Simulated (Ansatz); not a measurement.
One change: `CC1=CC(C)=[O+][Zn-]([Cl])[O]1` becomes `CC1=CC(C)=[O+][B-](O)(F)O1`.

Ansatz, PBE0-D4/def2-TZVP geometries, multiplicity 1. Each molecule was computed in one conformer, which needn't be the lowest.

Scalar relativity is left out up to krypton.

```
                               property  `CC1=CC(C)=[O+][Zn-]([Cl])[O]1`
HOMO–LUMO gap (ωB97M-V/def2-TZVPP) / eV                             9.75
  HOMO energy (ωB97M-V/def2-TZVPP) / eV                            -9.50
    LUMO energy (B3LYP/def2-TZVPP) / eV                            -2.05
  HOMO–LUMO gap (B3LYP/def2-TZVPP) / eV                             5.15
    HOMO energy (B3LYP/def2-TZVPP) / eV                            -7.19
      HOMO energy (PBE/def2-TZVPP) / eV                            -6.31
```

(1) What does the change do to each property? (Best estimate.)

## Answers

(1) Computed: 
```
                               property  `CC1=CC(C)=[O+][B-](O)(F)O1`  shift
HOMO–LUMO gap (ωB97M-V/def2-TZVPP) / eV                          9.85   0.10
  HOMO energy (ωB97M-V/def2-TZVPP) / eV                         -9.85  -0.35
    LUMO energy (B3LYP/def2-TZVPP) / eV                         -2.33  -0.28
  HOMO–LUMO gap (B3LYP/def2-TZVPP) / eV                          5.18   0.03
    HOMO energy (B3LYP/def2-TZVPP) / eV                         -7.50  -0.31
      HOMO energy (PBE/def2-TZVPP) / eV                         -6.54  -0.23
```

B3LYP here is the variant with VWN-RPA as its local correlation; programs differ in this.
